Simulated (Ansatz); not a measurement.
Reaction (SMILES): Br[Si]Br (closed-shell singlet) → 2 Br atom + Si atom
B3LYP-D3(BJ)/def2-TZVP geometries, fixed; electronic energies without zero-point terms.

Basis-set convergence of the atomisation energy at HF with Ansatz (a first-principles code). Cartesian d functions, on some or all atoms, in 6-31G**, 6-311G**; all else is spherical. A restricted Hartree-Fock determinant is unstable towards unrestricted orbitals. Open shells are unrestricted. No added dispersion term, no relativity. Functions are those of the species that has most. Reference: the value in aug-cc-pV(5+d)Z, 119.73 kcal/mol, itself unsure by roughly 0.16 kcal/mol (its mean distance from pcseg-4, aug-pcseg-3, aug-cc-pV(Q+d)Z). Deviations are taken from unrounded values.

```
basis            functions  atomisation energy (kcal/mol)  minus reference (kcal/mol)
---------------  ---------  -----------------------------  --------------------------
STO-3G                  45                         160.07                       40.34
pcseg-1                 72                         116.15                       -3.58
def2-SVP                82                         116.13                       -3.61
6-31G**                 89                         114.07                       -5.66
aug-pcseg-1             99                         117.84                       -1.89
aug-cc-pV(D+d)Z        104                         117.04                       -2.69
6-311G**               115                         112.60                       -7.13
pcseg-2                120                         118.69                       -1.05
def2-TZVPP             138                         119.69                       -0.04
def2-TZVPD             157                         119.74                        0.00
aug-pcseg-2            168                         119.76                        0.03
aug-cc-pV(T+d)Z        173                         119.53                       -0.21
cc-pV(Q+d)Z            200                         119.74                        0.01
pcseg-3                200                         119.99                        0.25
def2-QZVPP             248                         119.68                       -0.05
def2-QZVPPD            272                         119.72                       -0.01
aug-cc-pV(Q+d)Z        275                         119.75                        0.02
aug-cc-pV(5+d)Z        416                         119.73                        0.00
```
